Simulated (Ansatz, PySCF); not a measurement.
Stepwise substitution at one centre (Al F-Br). All species are isolated molecules in the gas phase. Strings in code marks are SMILES.

Quantity: vertical ionisation energy (energy after one electron is removed minus that of the parent at the parent's geometry), in eV.

Level 1: PBE/6-31G* // B3LYP-D3(BJ)/def2-TZVP (PySCF)
Level 2: minus the HOMO energy of B3LYP/6-31G* // B3LYP-D3(BJ)/def2-TZVP (PySCF)
Level 3: minus the HOMO energy of PBE-D3(BJ)/def2-TZVP // B3LYP-D3(BJ)/def2-TZVP (PySCF)
Level 4: HF/cc-pVTZ // B3LYP-D3(BJ)/def2-TZVP (Ansatz, a first-principles code)

```csv
species,level 2,level 3,level 4
`[F][Al]([F])[Br]`,8.81,7.91,10.94
```

Problem. What does level 1 give for each?

Solution. 
- `[F][Al]([F])[Br]`: 11.41
